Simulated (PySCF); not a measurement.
C3HBr2Cl, SMILES BrC(Br)=C=CCl.

Geometry optimised at PBE0-D3(BJ)/def2-SVP. This is a generated structure with no PubChem entry under its InChIKey; it may be hypothetical.

Level of theory: HF/def2-TZVP in PySCF.

### Question
Estimate the frontier levels, gap, dipole moment and polarisability. (Estimate from the structure and the level; the computed values follow.)

### Answer

```json
{
  "highest_occupied_level": "-10.14 eV",
  "lowest_empty_level": "2.18 eV",
  "orbital_gap": "12.32 eV",
  "dipole_moment": "1.27 D",
  "quadrupole, principal values (traceless, Buckingham form, about the centre of nuclear charge)": "-5.11, -0.59, 5.70 D·Å",
  "mean_static_polarisability": "91.2 bohr³ (13.52 Å³)",
  "polarisability_principal_values": "57.8, 80.4, 135.4 bohr³"
}
```
